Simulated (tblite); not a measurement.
Run record: tight-binding relaxation, `CC(C)OB1OCCCO1`.

Computed with GFN2-xTB geometry optimisation, gas phase (tblite 0.8.0). Start geometry: from a force field or distance geometry. The input is one job of a driver script: a line of settings, then coordinates in Å.

Command:
```bash
OMP_NUM_THREADS=1 python probes_run.py task.json out
```

Input:
```
{"job": {"kind": "relax", "xc": "GFN2-xTB", "basis": "xTB"}, "charge": 0, "multiplicity": 1}
C     -2.428700    -1.122300    -0.714100
C     -1.929400     0.288600    -0.370600
C     -2.999200     1.053100     0.394500
O     -0.785600     0.202500     0.466200
B      0.442400     0.084900    -0.329100
O      1.291400     1.269400    -0.542000
C      2.342200     1.213100     0.412200
C      3.134500    -0.114500     0.339600
C      2.146000    -1.307700     0.448300
O      1.093800    -1.222800    -0.504200
H     -2.649500    -1.701200     0.209400
H     -3.370800    -1.054000    -1.315800
H     -1.683200    -1.664100    -1.301400
H     -1.730600     0.851000    -1.309700
H     -2.642700     2.083700     0.639800
H     -3.922700     1.158300    -0.224100
H     -3.272500     0.539800     1.340000
H      3.044000     2.040000     0.217200
H      1.943400     1.367800     1.452700
H      3.879800    -0.166900     1.163200
H      3.659000    -0.167500    -0.633700
H      2.702000    -2.243100     0.272000
H      1.731800    -1.360900     1.493300
```

Output:
```
step      E/eV     max force
  0    -897.21821    3.476
  1    -897.62197    2.281
  2    -897.86975    1.432
  3    -897.92200    0.750
  4    -897.97847    0.558
  5    -898.00420    0.609
  6    -898.08773    0.576
  7    -898.13351    0.600
  8    -898.20544    0.580
  9    -898.27927    0.559
... (183 lines left out)
193    -899.21766    0.028
194    -899.21789    0.033
195    -899.21809    0.032
196    -899.21824    0.034
197    -899.21837    0.024
198    -899.21848    0.022
199    -899.21857    0.017
200    -899.21863    0.015
201    -899.21866    0.010
202    -899.21869    0.009
```

«max force» is the largest atomic force in eV/Å.

**Question.** From which step on does the largest force stay under 0.1 eV/Å, and how much energy is left to gain from there?

**Answer.** From step 153 (0.090 eV/Å), 15.6 meV above the end.

Main results: energy lowered by 46.1 kcal/mol over 202 steps; largest atomic force 0.009 eV/Å at the end.

**Question.** Where do the atoms end?

**Answer.** 1.057 Å rms from the input after alignment:
```
atom  x, y, z in Å
C1    -2.0169   -0.9046   -1.3986
C2    -2.0757    0.4768   -0.7498
C3    -2.6435    0.3994    0.6661
O4    -0.8065    1.1164   -0.7672
B5     0.3082    0.6726   -0.1479
O6     1.4116    1.4654   -0.3110
C7     2.6384    1.0953    0.2808
C8     2.7528   -0.4195    0.4429
C9     1.5247   -0.9138    1.2036
O10    0.3266   -0.4974    0.5836
H11   -1.3935   -1.5618   -0.7991
H12   -3.0178   -1.3224   -1.4722
H13   -1.5898   -0.8272   -2.3953
H14   -2.7107    1.1354   -1.3589
H15   -2.6665    1.3908    1.1115
H16   -3.6534   -0.0017    0.6398
H17   -2.0147   -0.2444    1.2747
H18    3.4309    1.4825   -0.3683
H19    2.7175    1.5842    1.2616
H20    3.6648   -0.6787    0.9790
H21    2.7698   -0.8829   -0.5455
H22    1.4976   -2.0086    1.2412
H23    1.5411   -0.5288    2.2325
```

**Question.** How long does this job take on Arm Neoverse N1, one thread, shared host with 64 logical CPUs at a one-minute load of 54?

**Answer.** About 2.8 s.
Labels such as C1 count atoms from 1, the log's own numbers from 0.
